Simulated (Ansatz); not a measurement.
The same group exchange along the group F, Cl, Br.

Program: Ansatz. Geometries: PBE0-D4/def2-TZVP. ΔE: electronic, gas phase. CCSD(T)/CBS adds triple-zeta CCSD(T) − MP2 to the extrapolated MP2 energy (def2 sets, frozen cores). This one scheme is used for every species. DFT in def2-TZVPP. def2 core potentials past Kr. For Br, Sn outer-core shells are correlated without core-valence functions, which leaves a few kJ/mol of doubt a bond. Scalar relativity is left out up to krypton. Each species was taken in one conformer, which may not be the lowest.

```
                                      reaction  ωB97X-V (eV)
 `[OH][Sn][F]` + `CC` → `C[CH2][Sn][OH]` + H–F          1.63
`[OH][Sn][Cl]` + `CC` → `C[CH2][Sn][OH]` + HCl          1.84
`[OH][Sn][Br]` + `CC` → `C[CH2][Sn][OH]` + HBr          1.95
```

Problem. Give the CCSD(T)/CBS values in the same order. (Estimate.)

Solution. Ansatz gave: 1.50, 1.79, 1.94 eV.

Largest T1 diagnostic: 0.018, for `[OH][Sn][F]`.
